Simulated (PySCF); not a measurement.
A structure optimised at B3LYP-D3(BJ)/def2-TZVP, used in a PySCF frequency run:

```
S
O 1 1.4239
F 1 1.6063 2 106.51
F 1 1.6063 2 106.51 3 -98.37
```
Charge 0, spin multiplicity 1.

### Question
Write its SMILES, formula and point group.

### Answer
O=S(F)F, F2OS, Cs

### Question
What are its rotational constants (standard atomic weights)?

### Answer
8.3600, 8.2161, 4.8454 GHz
